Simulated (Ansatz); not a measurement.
Mulliken charges of `F/C(Br)=C(\F)I` from PBE/def2-TZVPP in Ansatz (PBE0-D4/def2-TZVP geometry).

| atom | x (Å) | y (Å) | z (Å) | charge (e) |
| --- | --- | --- | --- | --- |
| F1 | 0.213 | -1.788 | -0.458 | -0.110 |
| C2 | 0.218 | -0.638 | 0.197 | 0.083 |
| Br3 | 0.913 | -0.742 | 1.913 | 0.013 |
| C4 | -0.252 | 0.461 | -0.387 | 0.071 |
| F5 | -0.719 | 0.377 | -1.627 | -0.115 |
| I6 | -0.337 | 2.339 | 0.443 | 0.059 |

**Question.** By hand: the dipole of these point charges (1 e Å = 4.8032 D).

**Answer.** Σ q r = (0.051, 0.261, 0.277) e Å, of length 0.384 e Å = 1.84 D.

**Question.** How does the dipole of the full density compare? (An estimate is asked.)

**Answer.** Ansatz gave: (0.039, 0.154, 0.186) e Å, 1.17 D; the point charges give 1.57 times that, at 4° from its direction.

Point charges leave out the atoms' own dipoles, such as those of lone pairs, and Mulliken's split depends on the basis, so the two needn't agree.
